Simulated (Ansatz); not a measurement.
Single points on CaCl₂.

```yaml
crystal:
  periodic: [false, false, false]
  atoms:
    - {symbol: Ca, position_ang: [0.569041, -0.061369, 0.301375]}
    - {symbol: Cl, position_ang: [-1.429400, -2.282977, 1.539923]}
    - {symbol: Cl, position_ang: [0.860349, 2.344336, -1.841298]}
basis:
  gaussian: {orbitals: 6-31G}
magnetization: {spin_polarized: true, initial_magnetization: 4}
hamiltonian: {xc: {name: B3LYP}, dispersion: d4}
scf: {omitted_lower_state_checks: [starts]}
output: {orbitals: {seedname: orbitals}}
```

The file start.molden holds the orbitals of an earlier run on this structure, at another level or in another basis.

```sh
$ ansatz run in.yaml --threads 4 --pin off --events-out ev --progress --plain --max-ram 3916MiB
```

Output, abridged:

```
Functional definition: B3LYP
580 factors; integrals over basis functions are off by at most 4.4e-4 eV
mean field evaluation 1: about -43475.4149 eV, gradient 2.5e0 eV
mean field evaluation 2: about -43475.4876 eV, gradient 1.2e0 eV
mean field evaluation 4: about -43474.5014 eV, gradient 1.1e1 eV
mean field evaluation 8: about -43476.1609 eV, gradient 1.5e0 eV
mean field evaluation 16: about -43476.5599 eV, gradient 2.2e-1 eV
mean field evaluation 32: about -43476.5616 eV, gradient 7.2e-3 eV
mean field -43476.56158622 eV, -1597.7341688217 hartree, gradient 2.7e-6 eV, S^2 6.000958; 0 other end points of the search recorded, 0 dependent functions left out
reference -43476.56183775 eV, -1597.7341780652 hartree; 29, 25 occupied and 26, 30 virtual orbitals, 580 factors
Total energy: -43476.71183042 eV, -1597.7396901943 hartree
Checks for a lower state left out: starts
```

Hardware: 4 threads of Intel Xeon on a shared host. Wall time 17 s.

First input, but with `hamiltonian: {xc: hf}` (abridged; 3.2 s):

```
Functional definition: HF
mean field evaluation 16: about -43416.9826 eV, gradient 8.8e-1 eV
mean field evaluation 32: about -43417.0484 eV, gradient 1.3e-1 eV
mean field -43417.05237090 eV, -1595.5472454954 hartree, gradient 4.6e-7 eV, S^2 6.001705; 1 other end points of the search recorded, 0 dependent functions left out
Total energy: -43417.05237090 eV, -1595.5472454954 hartree
Checks for a lower state left out: starts
```

As the first input, with `gaussian: {orbitals: def2-TZVP, initial_orbitals: start.molden}`, `hamiltonian: {xc: pbe, dispersion: d4}` (abridged; 40 s):

```
Functional definition: PBE
mean field evaluation 16: about -43461.8461 eV, gradient 5.1e-1 eV
mean field evaluation 32: about -43461.8541 eV, gradient 3.1e-2 eV
mean field evaluation 64: about -43461.8595 eV, gradient 5.5e-4 eV
mean field -43461.85952357 eV, -1597.1938779847 hartree, gradient 1.2e-6 eV, S^2 6.006048; 2 other end points of the search recorded, 0 dependent functions left out
Total energy: -43461.94849263 eV, -1597.1971475375 hartree
Checks for a lower state left out: starts
```

The first input with `gaussian: {orbitals: def2-TZVP, initial_orbitals: start.molden}`, `correlation: {method: mp2}` and without the key `hamiltonian` (abridged; 3.3 s):

```
Functional definition: HF
mean field -43420.14288107 eV, -1595.6608196492 hartree, gradient 6.1e-6 eV, S^2 6.020060
15 core orbitals not correlated: weight in the atoms' cores, before any rotation towards them, 1.000 or more for the frozen orbitals, at most 0.000 for the correlated occupied ones
second order -13.36710710 eV of doubles, -0.00000000 eV of singles
Total energy: -43433.50998816 eV, -1596.1520517746 hartree
Checks for a lower state left out: starts
```

The first input with `gaussian: {orbitals: def2-TZVP, initial_orbitals: start.molden}`, `hamiltonian: {xc: {name: revPBE}, dispersion: d4}` (abridged; 60 s):

```
Functional definition: revPBE
mean field evaluation 16: about -43470.9334 eV, gradient 1.2e-1 eV
mean field evaluation 32: about -43470.9353 eV, gradient 1.8e-5 eV
mean field evaluation 64: about -43470.9357 eV, gradient 2.4e-3 eV
mean field evaluation 96: about -43470.9370 eV, gradient 3.6e-5 eV
mean field -43470.93698727 eV, -1597.5274686228 hartree, gradient 1.6e-6 eV, S^2 6.006693; 3 other end points of the search recorded, 0 dependent functions left out
Total energy: -43471.11323588 eV, -1597.5339456396 hartree
Checks for a lower state left out: starts
```

As the first input, with `gaussian: {orbitals: def2-TZVP, initial_orbitals: start.molden}`, `hamiltonian: {xc: {name: r2SCAN0}, dispersion: d4}` (abridged; 14 s):

```
Functional definition: r2SCAN0
mean field -43475.50667821 eV, -1597.6954016674 hartree, gradient 3.5e-6 eV, S^2 6.012957
Total energy: -43475.52996311 eV, -1597.6962573718 hartree
Checks for a lower state left out: starts
```

Geometry: r2SCAN-D4/def2-TZVP.

The 6-31G sets use Cartesian d functions. B3LYP takes the VWN-RPA correlation. Correlated methods freeze 15 core orbitals; core or outer-core shells of Ca are correlated, in sets that lack core-valence functions. At PBE0-D4/def2-TZVP a singlet of charge 0 lies 10.67 eV below the quintet, each at its own geometry. The structure comes from a short search, and lower isomers may exist.
